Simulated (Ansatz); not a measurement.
Program: Ansatz. Geometries: PBE0-D4/def2-TZVP. ΔE: electronic, gas phase. CCSD(T)/CBS adds triple-zeta CCSD(T) − MP2 to the extrapolated MP2 energy (def2 sets, frozen cores). Functionals use def2-TZVPP. B3LYP here is the variant with VWN-RPA as its local correlation; programs differ in this. For Br, Ge outer-core shells are correlated without core-valence functions, which leaves a few kJ/mol of doubt a bond. Scalar relativity is left out up to krypton. Each species was taken in one conformer, which may not be the lowest.

Reaction (redistribution): `[SiH3][BH][GeH2][Cl]` + `[SiH3]O[SiH2]Br` → `[SiH3]BO[SiH3]` + `[Cl][GeH2][SiH2]Br`

```csv
level,ΔE (kcal/mol)
ωB97M-V,-7.9
B3LYP,-8.9
```

What does CCSD(T)/CBS give? (Best estimate.)

Computed: -6.5 kcal/mol. The listed levels differ from it by -1.4, -2.4 kcal/mol.

Largest T1 diagnostic among the species: 0.014.

Leaving LDA and LC-ωPBE aside and taking each functional with its dispersion term where it has one, the values, not all of them listed here, spread over 4.4 kcal/mol, from PBE-D4 to BHLYP-D4. From BLYP to BHLYP (50 % exact exchange), in def2-TZVPP and without D4, ΔE moves by +3.2 kcal/mol. At CCSD(T), def2-SVP lies −6.8 kcal/mol from the extrapolated value and def2-TZVPP −0.6 kcal/mol.
